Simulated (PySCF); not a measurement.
A PySCF script (with the pyscf-properties extension) for the NMR shieldings of `B/C(=C\OC)B(F)F`, C3H6B2F2O, on a GFN2-xTB geometry:

```python
import basis_set_exchange as bse
import numpy as np
from pyscf import gto, dft
from pyscf.prop import nmr

atoms = """
B     1.353596    1.529718    0.715564
C     1.045935    0.080990    0.269958
C    -0.202051   -0.298174   -0.127128
O    -1.246672    0.515762   -0.168168
C    -2.476049   -0.030038   -0.602198
B     2.125234   -1.023172    0.244449
F     1.866924   -2.272479   -0.139388
F     3.386321   -0.845139    0.593882
H     2.438925    1.805993    1.044463
H     0.504686    2.331117    0.720436
H    -0.393174   -1.327158   -0.437214
H    -3.201679    0.780143   -0.567117
H    -2.400531   -0.407791   -1.625793
H    -2.802142   -0.840246    0.056090
"""
names = dict.fromkeys(["B", "C", "O", "F", "H"], "pcSseg-1")
basis = {el: gto.basis.parse(bse.get_basis(n, elements=[el], fmt="nwchem")) for el, n in names.items()}
mol = gto.M(atom=atoms, basis=basis, charge=0, verbose=0)
mf = dft.RKS(mol, xc="PBE0")
mf.grids.level = 2
mf.grids.alignment = dft.numint.BLKSIZE   # the property module wants whole blocks of grid points
mf.conv_tol = 1e-9
mf.kernel()

calc = nmr.RKS(mf)   # GIAO
C = mf.mo_coeff
Co = C[:, mf.mo_occ > 0]
resp = mf.gen_response(singlet=True, hermi=2)
def vind(x):   # induced exchange potential for any number of trial vectors
    d = np.einsum("pi,xij,qj->xpq", C, 2 * x.reshape(-1, C.shape[1], Co.shape[1]), Co, optimize=True)
    return np.einsum("xpq,pi,qj->xij", resp(d - d.transpose(0, 2, 1)), C, Co, optimize=True).ravel()
mo1, _ = nmr.rhf.solve_mo1(calc, with_cphf=vind)
sigma = calc.kernel(mo1)
for i, s in enumerate(sigma):   # ppm
    w = np.linalg.eigvalsh((s + s.T) / 2)
    print("%2d %-2s iso %8.1f  s11 %8.1f  s22 %8.1f  s33 %8.1f" % (i, mol.atom_pure_symbol(i), w.mean(), *w))
```

Question: What does it print?

Answer: 
```
 0 B  iso     32.8  s11    -22.1  s22    -18.9  s33    139.4
 1 C  iso     72.7  s11    -32.4  s22     66.2  s33    184.2
 2 C  iso     -4.7  s11   -104.4  s22      6.3  s33     84.0
 3 O  iso    162.9  s11    -10.5  s22    194.3  s33    305.0
 4 C  iso    125.9  s11     92.7  s22    100.9  s33    184.0
 5 B  iso     74.2  s11     55.0  s22     79.0  s33     88.5
 6 F  iso    277.5  s11    124.9  s22    321.9  s33    385.6
 7 F  iso    257.9  s11    101.9  s22    298.3  s33    373.7
 8 H  iso     24.8  s11     19.1  s22     26.9  s33     28.3
 9 H  iso     24.3  s11     18.2  s22     26.1  s33     28.6
10 H  iso     23.9  s11     20.9  s22     21.1  s33     29.6
11 H  iso     27.4  s11     23.7  s22     25.9  s33     32.6
12 H  iso     27.7  s11     24.7  s22     25.7  s33     32.8
13 H  iso     27.7  s11     24.7  s22     25.7  s33     32.8
```

These numbers come from an equivalent density-fitted implementation of the same equations, which agrees with the script to about 0.01 ppm for H and up to a few tenths of a ppm for heavy atoms, so last digits may differ.

Size and cost of the density-fitted run: 166 basis functions, 28 s wall time on 1 thread of an Arm Neoverse V1, shared host; peak memory 0.73 GiB.
